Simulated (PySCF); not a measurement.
# What a mistake does to a calculation on C2GeH6Si

All numbers below are calculated, not measured. The program is PySCF 2.14.0, an open-source quantum chemistry code, run on an isolated molecule that a program drew, which may never have been made. The molecule is C2GeH6Si (charge 0, singlet), drawn as the SMILES string `C=[Si](C)[GeH]`.

Each row is a Hartree-Fock (HF) and frozen-core CCSD(T) single point in the cc-pV(D+d)Z basis, meant for a local HF minimum. Run 1 is clean. Each other run has one planted mistake out of seven kinds, and not every kind appears here: one electron removed, one electron added, multiplicity raised by two, geometry at a saddle point, minimal basis STO-3G, one bond length entered in bohr, all coordinates scaled. The reference is restricted for singlets and unrestricted otherwise, and also for a bond in bohr. Adding or removing an electron swaps singlet and doublet. Electrons count all cores. HOMO and LUMO are orbital energies over both spins, the gradient is its largest component, and the lowest frequency (negative if imaginary) is given only where the gradient is small. Bond lengths are over the 9 bonds as drawn. T1 is the CCSD diagnostic: over 0.02 (restricted) or 0.045 (unrestricted) a single reference is doubtful. Germanium has the cc-pVDZ-PP basis, with a core potential (ECP10MDF) in place of its 10 inner electrons, and its 3s, 3p and 3d shells are frozen in CCSD(T).

Geometry of the clean run:
```xyz
10
C2GeH6Si, angstrom
C    -2.2343    0.2256    0.1512
Si   -0.5448   -0.0441    0.1385
C     0.2962   -0.6759   -1.4265
Ge    0.7791    0.3792    2.1533
H    -2.8850    0.0544   -0.7021
H    -2.7357    0.5897    1.0412
H     0.8057   -1.6253   -1.2409
H     1.0465    0.0359   -1.7814
H    -0.4378   -0.8277   -2.2213
H    -0.5208    0.8438    2.9199
```

| run | electrons | basis functions | <S^2> | HOMO (eV) | LUMO (eV) | gradient (hartree/bohr) | lowest frequency (cm^-1) | mean bond (Å) | longest bond (Å) | T1 | HF (hartree) | CCSD(T) (hartree) | mistake |
|---|---|---|---|---|---|---|---|---|---|---|---|---|---|
| 1 | 64 | 104 | 0.000 | -8.13 | -0.19 | 3.2e-05 | 94 | 1.4526 | 2.448 | 0.0170 | -661.47003 | -662.00522 | no fault |
| 2 | 64 | 104 | 2.047 | -7.52 | 0.62 | 1.1e-02 | - | 1.6218 | 3.233 | 0.0473 | -661.34223 | -661.82454 | one bond length entered in bohr |
| 3 | 64 | 104 | 2.022 | -6.51 | -0.33 | 1.0e-01 | - | 1.4526 | 2.448 | 0.0151 | -661.44395 | -661.94115 | multiplicity raised by two |
| 4 | 64 | 104 | 0.000 | -7.68 | -0.32 | 3.8e-02 | - | 1.5529 | 2.617 | 0.0184 | -661.43306 | -661.98433 | all coordinates scaled |
| 5 | 65 | 104 | 0.913 | -1.66 | 6.55 | 3.2e-02 | - | 1.4526 | 2.448 | 0.0283 | -661.50498 | -662.04335 | one electron added |
| 6 | 63 | 104 | 1.172 | -14.04 | -5.87 | 6.6e-02 | - | 1.4526 | 2.448 | 0.0581 | -661.23025 | -661.70847 | ? |

**Which mistake was planted in run 6, and what did it cost?**

It counts 63 electrons, one fewer than the clean run, at the same geometry and basis. So the mistake is: one electron removed. Subtracting run 1 and multiplying by 627.51 kcal/mol a hartree, the energy moved by 150.5 kcal/mol in HF and 186.2 kcal/mol in CCSD(T).

Cautions from the logs. Run 2: T1 is over the limit, so its CCSD(T) energy is less reliable; run 6: T1 is over the limit, so its CCSD(T) energy is less reliable.
